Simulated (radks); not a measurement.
The nuclear charge of the antimony ion Sb2+ is varied continuously with 49 electrons held in [Kr] 4d10 5s2 5p1. All-electron calculation, scalar-relativistic Kohn-Sham, SCAN, spin-unpolarised, spherical densities, finite nucleus; meta-GGA in the generalised Kohn-Sham scheme; Fermi nuclear charge, rms radius 4.6802 fm. Program: a radial shooting solver on a logarithmic mesh with Libxc functionals. By the Hellmann-Feynman theorem dE/dZ = E(electron-nucleus)/Z, the electronic potential at the nucleus (averaged over a nucleus of fixed radius). The scalar-relativistic energy here is not variational (the density holds large components alone), so the two differ by a part that grows with Z.

| Z | E (hartree) | E(electron-nucleus)/Z (hartree) | HOMO | e(HOMO) (eV) | <r> HOMO (bohr) |
|---|---|---|---|---|---|
| 50 | -6178.04131 | -298.486 | 5p | -10.278 | 2.874 |
| 50.5 | -6328.81975 | -302.595 | 5p | -14.965 | 2.654 |
| 51 | -6481.67177 | -306.708 | 5p | -20.104 | 2.482 |
| 51.5 | -6636.60076 | -310.825 | 5p | -25.662 | 2.340 |
| 52 | -6793.61070 | -314.947 | 5p | -31.617 | 2.221 |

The central difference of E at Z = 51 is -307.781 hartree, to compare with the third column; the second derivative is -8.31 hartree.
